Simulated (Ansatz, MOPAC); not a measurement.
System: SrCl (charge 0, doublet). SMILES: [Cl][Sr]

Atoms: Sr1, Cl2. Bonds: Sr1-Cl2.

Bond lengths (Å) and angles (degrees) optimised at AM1 with MOPAC; PM6 with MOPAC; MNDO with MOPAC; HF/STO-3G with Ansatz (an electronic-structure program); HF/3-21G with Ansatz; B3LYP/LANL2DZ with Ansatz, each started from the B3LYP-D3(BJ)/def2-TZVP structure (Ansatz) of the last column. A row stands for all coordinates that are equal there.

```
coordinate    AM1    PM6   MNDO  HF/STO-3G  HF/3-21G  B3LYP/LANL2DZ  B3LYP-D3(BJ)/def2-TZVP
----------  -----  -----  -----  ---------  --------  -------------  ----------------------
Sr1-Cl2     2.598  2.621  2.809      2.748     2.840          2.818                   2.599
```

Mean signed difference of all 1 bond lengths from B3LYP-D3(BJ)/def2-TZVP: AM1 -0.001 Å, PM6 0.023 Å, MNDO 0.210 Å, HF/STO-3G 0.149 Å, HF/3-21G 0.242 Å, B3LYP/LANL2DZ 0.219 Å.
